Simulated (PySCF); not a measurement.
Compound: C5H8BFO2.
Structure used (PBE0-D3(BJ)/def2-SVP), in Å, numbered top down from 1:
```xyz
17
C5H8BFO2 angstrom
C     -2.7175   -0.1138    0.0036
C     -1.5403    0.4939    0.1507
C     -0.2160   -0.1545   -0.1044
C      0.5743   -0.3430    1.1881
O      1.8802   -0.8208    0.9459
B      2.4880   -0.6144   -0.2417
O      1.8822    0.0700   -1.2663
C      0.6505    0.6592   -1.0622
F      0.8446    1.9065   -0.5192
H     -2.7848   -1.1528   -0.3354
H     -3.6568    0.4028    0.2161
H     -1.5016    1.5353    0.4911
H     -0.3721   -1.1402   -0.5753
H      0.6377    0.6161    1.7295
H      0.0614   -1.0634    1.8421
H      3.5890   -1.0621   -0.4269
H      0.1673    0.8009   -2.0421
```

Theory: TDDFT PBE0/def2-SVPD, vertical, gas phase, core orbitals frozen in the response in PySCF 2.14.0, density-fitted response routines.

Transition dipole moments from the ground state, in atomic units and in the frame of the coordinates above (overall signs are arbitrary), for the states with f of 0.002 or more among the lowest 8:

| state | E (eV) | μx | μy | μz |
| --- | --- | --- | --- | --- |
| S1 | 6.991 | 1.306 | 0.304 | 0.010 |
| S2 | 7.257 | -0.437 | 0.030 | -0.259 |
| S3 | 7.456 | 0.097 | 0.111 | -0.326 |
| S4 | 7.509 | -0.178 | -0.036 | -0.194 |
| S6 | 7.835 | 0.067 | -0.084 | 0.306 |
| S7 | 7.929 | -0.107 | -0.086 | 0.088 |
| S8 | 8.132 | -0.111 | -0.040 | 0.396 |

Task: Work out the oscillator strengths.

Result: f = (2/3) ΔE |μ|² with ΔE in hartree (27.2114 eV).

| state | \|μ\|² (au) | \|μ\| (D) | f |
| --- | --- | --- | --- |
| S1 | 1.797 | 3.41 | 0.308 |
| S2 | 0.259 | 1.29 | 0.046 |
| S3 | 0.128 | 0.91 | 0.023 |
| S4 | 0.070 | 0.67 | 0.013 |
| S6 | 0.105 | 0.82 | 0.020 |
| S7 | 0.027 | 0.41 | 0.005 |
| S8 | 0.171 | 1.05 | 0.034 |

Task: Which bond between heavy atoms lies closest to the direction of the S1 transition dipole?

Result: C1–C2, at 15° from it; next C4–O5 at 35°.

Task: What angle do the transition dipoles of S1 and S6 make?

Result: |cos θ| = |μa·μb| / (|μa| |μb|) = 0.15, so θ ≈ 81° (taken between 0 and 90°, since the signs are arbitrary).

Task: How is the summed strength of these states shared among x, y and z?

Result: (2/3) Σ ΔE μα² gives 0.339 for x, 0.022 for y and 0.089 for z, 0.449 in all.

Task: What peak molar absorption coefficient would the strongest computed level give as a lone Gaussian band 0.4 eV wide at half height?

Result: ε(max) = 2.175×10⁸ f / FWHM, with the width in cm⁻¹. S1: 2.175×10⁸ × 0.3078 / 3226 ≈ 21000 L mol⁻¹ cm⁻¹.

The vertical ionisation energy (ΔSCF) is 9.83 eV, 1.70 eV above S8.

One conformer stands for the species.
